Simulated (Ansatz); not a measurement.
Reaction (cleavage of the Ge–Si bond): `O[SiH2][GeH3]` + `BN` → `B[NH][GeH3]` + `O[SiH3]`

Gas-phase electronic energies from Ansatz, PBE0-D4/def2-TZVP geometries. CCSD(T)/CBS adds triple-zeta CCSD(T) − MP2 to the extrapolated MP2 energy (def2 sets, frozen cores). This one scheme is used for every species. DFT in def2-TZVPP. B3LYP here is the variant with VWN-RPA as its local correlation; programs differ in this. For Ge outer-core shells are correlated without core-valence functions, which leaves a few kJ/mol of doubt a bond. Scalar relativity is left out up to krypton. One conformer a species, not always the lowest.

```json
{"level": "B3LYP-D4", "ΔE (eV)": "0.17"}
{"level": "PBE-QIDH", "ΔE (eV)": "0.15"}
{"level": "SCS-MP2/def2-TZVPP", "ΔE (eV)": "-0.01"}
{"level": "MP2/CBS(def2)", "ΔE (eV)": "0.08"}
```

Task: What does CCSD(T)/CBS give? (An estimate is asked.)

Result: Ansatz gave: +0.12 eV. The listed levels differ from it by 0.05, 0.03, -0.13, -0.04 eV.

Largest T1 diagnostic among the species: 0.013.

Leaving LDA and LC-ωPBE aside and taking each functional with its dispersion term where it has one, the values, not all of them listed here, spread over 0.19 eV, from B2PLYP to PBE-D4. At CCSD(T), def2-SVP lies −0.07 eV from the extrapolated value and def2-TZVPP −0.05 eV. From BLYP to BHLYP (50 % exact exchange), in def2-TZVPP and without D4, ΔE moves by −0.09 eV.
